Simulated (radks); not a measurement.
Question: The iridium ion Ir12+ is in [Kr] 4d10 4f14 5s2 5p(1/2: 2, 3/2: 1). Calculated with a radial shooting solver on a logarithmic mesh with Libxc functionals: Dirac Kohn-Sham, PBE, spin-unpolarised, spherical densities, finite nucleus; Fermi nuclear charge, rms radius of each element as measured or else 0.836 A^(1/3) + 0.57 fm. Sub-shells are occupied by j as written (lower j first in brackets). One electron is removed from 5p1/2, 5p3/2, 4f5/2, 4f7/2 in turn, with full relaxation. Which removal costs least, and what does each cost?

Answer: 5p3/2 256.59 eV; 5p1/2 274.89 eV; 4f7/2 292.46 eV; 4f5/2 295.83 eV. The 5p3/2 electron leaves first.
